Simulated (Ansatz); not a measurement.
Gas-phase electronic energies from Ansatz, PBE0-D4/def2-TZVP geometries. CCSD(T)/CBS is the MP2 limit (def2-TZVPP, def2-QZVPP) plus CCSD(T) − MP2 in def2-TZVPP, frozen cores. DFT in def2-TZVPP. B3LYP here is the variant with VWN-RPA as its local correlation; programs differ in this. def2 core potentials past Kr. For Se, Sn outer-core shells are correlated without core-valence functions, which leaves a few kJ/mol of doubt a bond. Scalar relativity is left out up to krypton. Each species was taken in one conformer, which may not be the lowest.

Consider the redistribution: `C=C[SiH2]C=N` + `[SeH][SnH3]` → `N=C[SiH2][SeH]` + `C=[CH][SnH3]`.

(1) Is it downhill or uphill in electronic energy at CCSD(T)/CBS, and by how much? (Best estimate.)

(2) What do these levels give: B3LYP-D4, B2PLYP, PBE, r2SCAN, PBE0, B3LYP, HF/def2-TZVPP, MP2/def2-TZVPP, HF/def2-QZVPP, MP2/def2-QZVPP, SCS-MP2/def2-QZVPP, MP2/CBS(def2)? (Estimate.)

Largest T1 diagnostic among the species: 0.013.

## Answers

(1) The calculation gave: Uphill: ΔE = +0.34 eV.

(2) Ansatz gave: B3LYP-D4 0.38, B2PLYP 0.35, PBE 0.33, r2SCAN 0.36, PBE0 0.36, B3LYP 0.39, HF/def2-TZVPP 0.45, MP2/def2-TZVPP 0.27, HF/def2-QZVPP 0.46, MP2/def2-QZVPP 0.30, SCS-MP2/def2-QZVPP 0.32, MP2/CBS(def2) 0.32 eV.

In def2-TZVPP, CCSD(T) changes the Hartree–Fock value by −0.16 eV (the triples alone add −0.02 eV) and MP2 by −0.18 eV.
